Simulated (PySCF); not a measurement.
Job for PySCF: D3(BJ) and D4 dispersion corrections on CH4BFS (SMILES CB(F)S).

```python
from pyscf import gto
from pyscf.dispersion import dftd3, dftd4

mol = gto.M(
    atom='''
    C    -1.11390393    0.06894496   -0.01634164
    B     0.41679387   -0.15067531    0.19093328
    F     0.84532144   -0.87572479    1.22927823
    S     1.63812777    0.55452392   -0.94482363
    H    -1.54272687    0.54839964    0.86904596
    H    -1.61659717   -0.89802420   -0.11640802
    H    -1.35841499    0.67509143   -0.88795173
    H     2.73139988    0.07746435   -0.32373244
    ''',
    basis='def2-svp',
    charge=0, spin=0, verbose=0, max_memory=1800)
d3, d4 = {}, {}
for xc in ['hf', 'pbe', 'blyp', 'revpbe', 'tpss', 'r2scan', 'b3lyp', 'pbe0', 'bhlyp', 'camb3lyp', 'b2plyp']:
    d3[xc] = float(dftd3.DFTD3Dispersion(mol, xc=xc, version='d3bj', atm=False).get_dispersion()['energy'])
    print(f'D3(BJ) {xc:10s} {d3[xc]:14.8f} Eh')
for xc in ['hf', 'pbe', 'blyp', 'revpbe', 'tpss', 'r2scan', 'b3lyp', 'pbe0', 'bhlyp', 'camb3lyp', 'b2plyp']:
    d4[xc] = float(dftd4.DFTD4Dispersion(mol, xc={'camb3lyp': 'cam-b3lyp'}.get(xc, xc), atm=True).get_dispersion()['energy'])
    print(f'D4     {xc:10s} {d4[xc]:14.8f} Eh')
```

Output:

```
D3(BJ) hf            -0.04233919 Eh
D3(BJ) pbe           -0.00507470 Eh
D3(BJ) blyp          -0.01098412 Eh
D3(BJ) revpbe        -0.01299238 Eh
D3(BJ) tpss          -0.00641735 Eh
D3(BJ) r2scan        -0.00137467 Eh
D3(BJ) b3lyp         -0.00897378 Eh
D3(BJ) pbe0          -0.00438675 Eh
D3(BJ) bhlyp         -0.00707308 Eh
D3(BJ) camb3lyp      -0.00397350 Eh
D3(BJ) b2plyp        -0.00417964 Eh
D4     hf            -0.01841811 Eh
D4     pbe           -0.00494174 Eh
D4     blyp          -0.01111871 Eh
D4     revpbe        -0.01610900 Eh
D4     tpss          -0.00670149 Eh
D4     r2scan        -0.00117404 Eh
D4     b3lyp         -0.00800524 Eh
D4     pbe0          -0.00413135 Eh
D4     bhlyp         -0.00588102 Eh
D4     camb3lyp      -0.00415725 Eh
D4     b2plyp        -0.00343815 Eh
```

The run finished.

Cost: roughly 0.020 core-seconds.
